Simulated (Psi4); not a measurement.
Two rigid molecules brought together: CH4O ··· H4O4Si (SMILES CO and O[Si](O)(O)O). Monomers: optimised at B3LYP-D3(BJ) (def2-TZVP), held rigid. Orientation: lowest of the rigid-body minima from ten starts at GFN2-xTB. The monomers approach along the line of their centres of mass (distance R); nothing else relaxes.

- MP2/aug-cc-pVDZ = Psi4 with DF-MP2/aug-cc-pVDZ, frozen core, counterpoise-corrected
- SCS-MP2/aug-cc-pVDZ = DF-SCS-MP2/aug-cc-pVDZ, frozen core, counterpoise-corrected (Psi4)
- SAPT0/jun-cc-pVDZ, frozen core (Psi4)

Interaction energies in kJ/mol:

```
R / Å  MP2/aug-cc-pVDZ  SCS-MP2/aug-cc-pVDZ
-----  ---------------  -------------------
3.21             50.71                62.13
3.37              7.28                16.30
3.64            -24.51               -18.57
3.80            -29.97               -25.36
4.00            -30.22               -26.86
4.21            -26.85               -24.45
4.47            -21.28               -19.67
4.84            -14.21               -13.29
5.29             -8.44                -7.95
5.97             -3.97                -3.76
7.01             -1.47                -1.40
8.28             -0.54                -0.52
```

**Question.** What does SAPT0/jun-cc-pVDZ give at the same points?

**Answer.** 3.21: 33.79; 3.37: -3.98; 3.64: -30.35; 3.80: -34.04; 4.00: -32.85; 4.21: -28.54; 4.47: -22.30; 4.84: -14.82; 5.29: -8.88; 5.97: -4.28; 7.01: -1.63; 8.28: -0.61 (kJ/mol).
